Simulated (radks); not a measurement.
Problem. Species: S+. Configuration: [Ne] 3p5 (not the ground configuration). Calculated with a radial shooting solver on a logarithmic mesh with Libxc functionals: Dirac Kohn-Sham, BLYP, spin-unpolarised, spherical densities, point nucleus; open shells are shared between the two j in proportion to 2j + 1. Some entries of the table are withheld. Estimate them.

orbital     occ.  eigenvalue (hartree)  <r> (bohr)
1s1/2          2                   (1)         (2)
2s1/2          2              -8.30281      0.4790
2p1/2          2                   (3)      0.4407
2p3/2          4                   (4)      0.4429
3p1/2    1.66667              -0.65472         (5)
3p3/2    3.33333              -0.65081         (6)

Solution. 
(1) 1s1/2 eigenvalue (hartree): -89.00042
(2) 1s1/2 <r> (bohr): 0.09687
(3) 2p1/2 eigenvalue (hartree): -6.31243
(4) 2p3/2 eigenvalue (hartree): -6.26586
(5) 3p1/2 <r> (bohr): 1.854
(6) 3p3/2 <r> (bohr): 1.861
